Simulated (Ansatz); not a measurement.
## A geometry optimisation of C6H7NO2 with PBE-D3(BJ)/def2-SVP

The starting geometry of this gas-phase singlet was optimised with GFN2-xTB; its bonds are those of `O=C(O)[C@@H]1C=CCN=C1`.

```tsv
atom	x (Å)	y (Å)	z (Å)
C	-0.3895	2.4740	-1.6294
C	0.7163	1.9281	-0.7496
C	1.2844	0.6562	-1.3073
C	0.6983	-0.4990	-1.0395
C	-0.4799	-0.5636	-0.1164
C	0.0334	1.6005	0.5722
N	-0.4974	0.5040	0.8485
O	-1.1603	1.8194	-2.2766
O	-0.4402	3.8115	-1.5711
H	-1.1767	4.1473	-2.1063
H	1.4678	2.7084	-0.6131
H	2.1682	0.7348	-1.9207
H	1.0766	-1.4341	-1.4209
H	-1.4106	-0.5040	-0.6921
H	-0.4960	-1.5049	0.4408
H	0.0070	2.3838	1.3182
```

Q: Where would you expect an optimisation with PBE-D3(BJ)/def2-SVP to take it?

A: It keeps its bonds, and is `O=C(O)[C@@H]1C=CCN=C1`.

The energy falls by 0.19 eV over 38 steps:

| step | E − E(last) (eV) |
| --- | --- |
| 1 | 0.194 |
| 5 | 0.035 |
| 9 | 0.033 |
| 13 | 0.032 |
| 17 | 0.026 |
| 22 | 0.013 |
| 26 | 0.003 |
| 30 | 0.001 |
| 34 | 0.000 |
| 38 | 0.000 |

Final geometry (Å):

```yaml
atoms:
  - { symbol: C, position_ang: [-0.0657, 2.8681, -1.7996] }
  - { symbol: C, position_ang: [0.5064, 1.8291, -0.8361] }
  - { symbol: C, position_ang: [0.8908, 0.5585, -1.5439] }
  - { symbol: C, position_ang: [0.5800, -0.6426, -1.0279] }
  - { symbol: C, position_ang: [-0.1921, -0.7888, 0.2530] }
  - { symbol: C, position_ang: [-0.4311, 1.5636, 0.3426] }
  - { symbol: N, position_ang: [-0.7386, 0.4268, 0.8331] }
  - { symbol: O, position_ang: [-0.2113, 2.7170, -2.9955] }
  - { symbol: O, position_ang: [-0.3924, 4.0152, -1.1507] }
  - { symbol: H, position_ang: [-0.7615, 4.6122, -1.8376] }
  - { symbol: H, position_ang: [1.4074, 2.3294, -0.3989] }
  - { symbol: H, position_ang: [1.4164, 0.6541, -2.5057] }
  - { symbol: H, position_ang: [0.8676, -1.5657, -1.5583] }
  - { symbol: H, position_ang: [-1.0370, -1.5025, 0.1121] }
  - { symbol: H, position_ang: [0.4331, -1.2791, 1.0376] }
  - { symbol: H, position_ang: [-0.8706, 2.4672, 0.8126] }
```

No frequencies were run, so the end isn't proven a minimum. Run with Ansatz 0.2.0, 71 s on 4 threads of Arm Neoverse V1 (shared host).
